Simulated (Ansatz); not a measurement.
Computed with Ansatz on PBE0-D4/def2-TZVP structures; ΔE is electronic, products minus reactants. CBS: MP2 limit from def2 TZ/QZ plus the TZ coupled-cluster correction, frozen cores. This one scheme is used for every species. DFT in def2-TZVPP. One conformer a species, not always the lowest.

Reaction (cleavage of the B–B bond): `BBC` + `N[SiH3]` → `CBN[SiH3]` + BH₃

| level | ΔE (kJ/mol) |
| --- | --- |
| BLYP-D4 | -134.2 |
| CAM-B3LYP-D4 | -139.4 |
| ωB97X-V | -135.2 |
| BHLYP | -137.1 |
| CAM-B3LYP | -135.2 |
| MP2/def2-SVP | -164.9 |
| HF/def2-TZVPP | -141.7 |
| HF/def2-QZVPP | -141.5 |

Task: What does CCSD(T)/CBS give? (Best estimate.)

Result: Ansatz gave: -140.7 kJ/mol. The listed levels differ from it by 6.5, 1.3, 5.5, 3.6, 5.5, -24.2, -1.0, -0.8 kJ/mol.

Task: What do rigid-rotor, harmonic-oscillator terms from PBE0-D4/def2-TZVP frequencies (298.15 K, 1 bar) make of the CCSD(T)/CBS value? (Best estimate.)

Result: Ansatz gave: ΔZPE = +0.8 kJ/mol, ΔH = -140.2 kJ/mol, ΔS = -36 J/(mol·K), ΔG = -129.4 kJ/mol.

Largest T1 diagnostic among the species: 0.012.

Leaving LDA and LC-ωPBE aside and taking each functional with its dispersion term where it has one, the values, not all of them listed here, spread over 19.9 kJ/mol, from BHLYP-D4 to B97M-V. LDA lies −7.2 kJ/mol from PBE without D4. From BLYP to BHLYP (50 % exact exchange), in def2-TZVPP and without D4, ΔE moves by −12.3 kJ/mol. At CCSD(T), def2-SVP lies −18.9 kJ/mol from the extrapolated value and def2-TZVPP −3.3 kJ/mol.
